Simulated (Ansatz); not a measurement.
Cs₃I₂, relaxed as a doublet with UKS PBE-D4/def2-SVP in Ansatz, starting from the GFN1-xTB geometry. Force threshold 0.02 eV/Å.

In the def2 sets Cs, I take a core potential; there is no spin–orbit coupling. The relaxation made no stability test and no search for a lower SCF solution. Another isomer (doublet) lies 0.06 eV lower at PBE0-D4/def2-TZVP; other spin states weren't run for this one.

Start:

Cartesian coordinates in Å:
```
Cs -2.309 -0.506 -3.037
Cs 0.089 0.278 2.501
Cs 1.485 -0.041 -1.375
I -2.813 -0.186 0.448
I 3.549 0.455 1.463
```

(1) Estimate the energy that the relaxation releases and the steps that it takes.

(2) Does the start keep its bonding and symmetry?

(3) Predict the relaxed structure.

Results:

(1) 0.50 eV, in 9 steps; 29 s on 4 threads of Arm Neoverse V2 on a shared host. No frequencies were taken in this run, so the end may be a saddle point.

(2) By distances, no bond broke or formed. The bond that changes most is Cs3–I4, from 4.67 to 3.79 Å (atoms count from 1). Point group Cs at the start, Cs at the end, both within 0.05 Å.

(3) 
| atom | x (Å) | y (Å) | z (Å) |
| --- | --- | --- | --- |
| Cs1 | -3.080 | -0.600 | -3.366 |
| Cs2 | 0.024 | 0.361 | 3.238 |
| Cs3 | 1.617 | -0.057 | -1.603 |
| I4 | -1.778 | -0.146 | 0.091 |
| I5 | 3.217 | 0.442 | 1.639 |
Bond lengths (bridged metal pairs left out): 5 × Cs–I 3.57 to 3.79 Å.
